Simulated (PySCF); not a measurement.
## Li (lithium, neutral) across methods

[He] 2s1, 2S determinant. Calculation: PySCF 2.14, in def2-QZVPPD; no relativity, point nucleus.

```json
{"method": "B97-3", "E (hartree)": "-7.4870", "mean ε 1s α (eV)": "-56.335", "mean ε 1s β (eV)": "-56.143", "mean ε 2s α (eV)": "-3.770", "Σ⟨r²⟩ (bohr²)": "17.87", "⟨S²⟩": "0.750"}
{"method": "LDA", "E (hartree)": "-7.3439", "mean ε 1s α (eV)": "-51.009", "mean ε 1s β (eV)": "-50.798", "mean ε 2s α (eV)": "-3.164", "Σ⟨r²⟩ (bohr²)": "18.28", "⟨S²⟩": "0.750"}
{"method": "r2SCAN", "E (hartree)": "-7.4797", "mean ε 1s α (eV)": "-53.253", "mean ε 1s β (eV)": "-53.085", "mean ε 2s α (eV)": "-3.270", "Σ⟨r²⟩ (bohr²)": "17.92", "⟨S²⟩": "0.750"}
{"method": "BHandHLYP", "E (hartree)": "-7.4839", "mean ε 1s α (eV)": "-60.219", "mean ε 1s β (eV)": "-59.856", "mean ε 2s α (eV)": "-4.244", "Σ⟨r²⟩ (bohr²)": "17.91", "⟨S²⟩": "0.750"}
{"method": "TPSSh", "E (hartree)": "-7.4880", "mean ε 1s α (eV)": "-54.334", "mean ε 1s β (eV)": "-54.090", "mean ε 2s α (eV)": "-3.429", "Σ⟨r²⟩ (bohr²)": "17.81", "⟨S²⟩": "0.750"}
{"method": "UHF", "E (hartree)": "-7.43274", "mean ε 1s α (eV)": "-67.665", "mean ε 1s β (eV)": "-67.178", "mean ε 2s α (eV)": "-5.343", "Σ⟨r²⟩ (bohr²)": "18.62", "⟨S²⟩": "0.750"}
{"method": "wB97X-V", "E (hartree)": "-7.4791", "mean ε 1s α (eV)": "-58.237", "mean ε 1s β (eV)": "-58.014", "mean ε 2s α (eV)": "-5.359", "Σ⟨r²⟩ (bohr²)": "18.12", "⟨S²⟩": "0.750"}
{"method": "PBE", "E (hartree)": "-7.4620", "mean ε 1s α (eV)": "-51.717", "mean ε 1s β (eV)": "-51.490", "mean ε 2s α (eV)": "-3.223", "Σ⟨r²⟩ (bohr²)": "17.94", "⟨S²⟩": "0.750"}
```

Question: Estimate the same row for PBE0.

Answer: E (hartree) = -7.4671; mean ε 1s α (eV) = -55.863; mean ε 1s β (eV) = -55.579; mean ε 2s α (eV) = -3.829; Σ⟨r²⟩ (bohr²) = 17.95; ⟨S²⟩ = 0.750.
